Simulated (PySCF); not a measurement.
# Reading the logs of faulty runs: BH3NOSi cation

These are calculations, not measurements. The program is PySCF 2.14.0, an open-source quantum chemistry code, run on an isolated molecule that a program drew, which may never have been made. The molecule is BH3NOSi cation (charge +1, singlet), drawn as the SMILES string `B=N[SiH+]O`.

Each row is a Hartree-Fock (HF) and frozen-core CCSD(T) single point in the cc-pV(D+d)Z basis, meant for a local HF minimum. Run 1 is clean. Each other run has one planted mistake out of seven kinds, and not every kind appears here: one electron removed, one electron added, multiplicity raised by two, geometry at a saddle point, minimal basis STO-3G, one bond length entered in bohr, all coordinates scaled. The reference is restricted for singlets and unrestricted otherwise, and also for a bond in bohr. Adding or removing an electron swaps singlet and doublet. Electrons count all cores. HOMO and LUMO are orbital energies over both spins, the gradient is its largest component, and the lowest frequency (negative if imaginary) is given only where the gradient is small. Bond lengths are over the 6 bonds as drawn. T1 is the CCSD diagnostic: over 0.02 (restricted) or 0.045 (unrestricted) a single reference is doubtful.

Geometry of the clean run:
```xyz
7
BH3NOSi cation, angstrom
B     0.2765   -0.6845    0.0240
N    -0.4062   -0.2792    1.0143
Si   -1.1452    0.2476    2.3429
O    -2.6964    0.4470    2.4676
H     0.8975   -1.0585   -0.8930
H    -0.4361    0.5885    3.5567
H    -3.3835    0.2982    1.8271
```

```
run  electrons  basis functions  <S^2>  HOMO (eV)  LUMO (eV)  gradient (hartree/bohr)  lowest frequency (cm^-1)  mean bond (Å)  longest bond (Å)      T1  HF (hartree)  CCSD(T) (hartree)               mistake
  1         36               80  0.000     -18.12      -3.77                  2.3e-05                       130         1.3356             1.609  0.0167    -444.52013         -445.04910              no fault
  2         36               27  0.000     -15.98      -1.26                  6.0e-02                         -         1.3356             1.609  0.0276    -439.15911         -439.38572  minimal basis STO-3G
  3         35               80  0.757     -25.99     -14.33                  9.6e-02                         -         1.3356             1.609  0.0249    -443.93302         -444.41375                     ?
  4         37               80  0.817      -5.12       3.28                  6.3e-02                         -         1.3356             1.609  0.0206    -444.68232         -445.23316                     ?
```

**Which mistake was planted in run 3, and what did it cost?**

It counts 35 electrons, one fewer than the clean run, at the same geometry and basis. So the mistake is: one electron removed. Subtracting run 1 and multiplying by 627.51 kcal/mol a hartree, the energy moved by 368.4 kcal/mol in HF and 398.7 kcal/mol in CCSD(T).

**Which mistake was planted in run 4, and what did it cost?**

It counts 37 electrons, one more than the clean run, at the same geometry and basis. So the mistake is: one electron added. Subtracting run 1 and multiplying by 627.51 kcal/mol a hartree, the energy moved by -101.8 kcal/mol in HF and -115.5 kcal/mol in CCSD(T).

Cautions from the logs. Run 2: T1 is over the limit, so its CCSD(T) energy is less reliable.
